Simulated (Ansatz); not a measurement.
Molecule: sum formula Si$_{2}$H$_{5}$F (charge 0, singlet). 
Structure (B3LYP-D3(BJ)/def2-TZVP (Ansatz, a program for electronic structure) minimum search):
```
Si
F 1 1.6136
H 1 1.4817 2 107.62
H 1 1.4817 3 108.93 2 -116.40
Si 1 2.3467 3 111.48 4 -123.43
H 5 1.4821 1 110.61 3 -179.60
H 5 1.4821 6 109.25 1 -121.98
H 5 1.4841 6 108.99 7 -119.00
```

Total electronic energies in hartree. Cores are frozen in the correlated levels unless marked. Spin-orbit coupling is left out. Non-relativistic. Basis-set limits of correlation are two-point, X^-3; Hartree-Fock from the larger set (for Q and 5 zeta extrapolated as (X+1)exp(-9√X)). The bracket is a focal-point correction in the basis named.

```json
[
 {"level": "RI-HF/aug-cc-pV(T+d)Z", "program": "Ansatz", "energy (Eh)": "-680.34263"},
 {"level": "RI-MP2/cc-pV(T+d)Z", "program": "Ansatz", "energy (Eh)": "-680.84388"},
 {"level": "RI-MP2/cc-pV(Q+d)Z", "program": "Ansatz", "energy (Eh)": "-680.90419"},
 {"level": "RI-MP2/CBS(aug-cc-pV(T+d)Z,aug-cc-pV(Q+d)Z)", "program": "Ansatz", "energy (Eh)": "-680.9373"},
 {"level": "SCS-MP2/cc-pV(T+d)Z", "program": "Ansatz", "energy (Eh)": "-680.85587"},
 {"level": "CCSD(T)/STO-3G", "program": "Ansatz", "energy (Eh)": "-672.30352"},
 {"level": "CCSD(T)/aug-cc-pV(Q+d)Z", "program": "Ansatz", "energy (Eh)": "-680.96581"},
 {"level": "RI-MP2/CBS(cc-pV(T+d)Z,cc-pV(Q+d)Z)+[CCSD(T)-MP2]/cc-pV(D+d)Z", "program": "Ansatz", "energy (Eh)": "-680.9903"},
 {"level": "CCSD(T)/CBS(cc-pV(Q+d)Z,cc-pV(5+d)Z)", "program": "Ansatz", "energy (Eh)": "-680.9934"}
]
```

Totals of different functionals don't rank their quality; only differences between species are comparable.
